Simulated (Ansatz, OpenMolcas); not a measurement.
## Ansatz → OpenMolcas

Ansatz 0.2.0 runs this on C2H6FIn (SMILES C[CH](F)[InH2]):

in.yaml:
```yaml
crystal:
  periodic: [false, false, false]
  atoms:
    - {symbol: C, position_ang: [-0.140800, 1.253600, -0.575200]}
    - {symbol: C, position_ang: [0.633800, 0.180000, 0.137200]}
    - {symbol: F, position_ang: [0.870200, 0.597100, 1.467800]}
    - {symbol: In, position_ang: [-0.385200, -1.745500, 0.423800]}
    - {symbol: H, position_ang: [0.391300, 2.210500, -0.541500]}
    - {symbol: H, position_ang: [-1.131900, 1.397600, -0.139100]}
    - {symbol: H, position_ang: [-0.271900, 0.979300, -1.626600]}
    - {symbol: H, position_ang: [1.621200, 0.055100, -0.315800]}
    - {symbol: H, position_ang: [-2.079900, -1.696200, 0.762700]}
    - {symbol: H, position_ang: [0.493100, -3.231500, 0.406600]}
basis:
  gaussian: {orbitals: def2-SVP}
hamiltonian: {xc: {name: r2SCAN}}
accuracy: high
output: {orbitals: {seedname: orbitals}}
```

```bash
$ ansatz run in.yaml --threads 1 --pin off --max-ram 3480MiB --events-out events.jsonl --progress --plain --runs-dir runs
```

Geometry: relaxed at PBE0-D4/def2-TZVP.

It gives a total energy of -369.577552 Eh.

Q: Translate the job to OpenMolcas 26.06 as an input file of the program's own, asking for the gradient.

A: For example:

input.xyz:
```
10

C     -0.140800     1.253600    -0.575200
C      0.633800     0.180000     0.137200
F      0.870200     0.597100     1.467800
In    -0.385200    -1.745500     0.423800
H      0.391300     2.210500    -0.541500
H     -1.131900     1.397600    -0.139100
H     -0.271900     0.979300    -1.626600
H      1.621200     0.055100    -0.315800
H     -2.079900    -1.696200     0.762700
H      0.493100    -3.231500     0.406600
```

calc.input:
```
&GATEWAY
 BasLib=$CurrDir
 Coord=input.xyz
 Basis=def2-SVP
 Group=NoSym

&SEWARD
 GridInput
 Grid=UltraFine
 End of Grid

&SCF
 KSDFT=2
 1.0 MGGA_X_R2SCAN
 1.0 MGGA_C_R2SCAN
 Thresholds=1e-10 1e-07 1e-07 1e-05
 PrOrbitals=1

&ALASKA
```

```bash
$ export MOLCAS_MEM=1860
$ pymolcas calc.input > calc.log
```

(Basis files named in the input come from the Basis Set Exchange and aren't shown.)

Its energy is -369.577459 Eh, 0.093 mEh from the first; the programs' integration grids differ.
